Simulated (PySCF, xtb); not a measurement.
CH8FNSi2, SMILES C[Si@@H](F)N[SiH3]. Other conformers were not sampled.

Harmonic wavenumbers (cm⁻¹) from GFN2-xTB (xtb) at its own minimum, in rising order: 25, 58, 101, 120, 186, 223, 252, 274, 572, 579, 647, 659, 691, 758, 764, 796, 804, 818, 845, 849, 1003, 1198, 1377, 1480, 1483, 2217, 2239, 2261, 2285, 3035, 3045, 3052, 3481.

Q: What does PySCF 2.14.0 with PBE-D3(BJ)/def2-SVP give at its own minimum? (An estimate is asked for; the answer gives what the named calculation found.)

A: 37, 55, 134, 157, 230, 262, 335, 400, 573, 643, 680, 690, 747, 788, 813, 868, 894, 904, 917, 929, 975, 1166, 1226, 1379, 1381, 2146, 2153, 2187, 2188, 2983, 3084, 3086, 3494. Paired by order, the mean absolute difference is 58 cm⁻¹ and the zero-point energies are 54.6 and 55.0 kcal/mol.
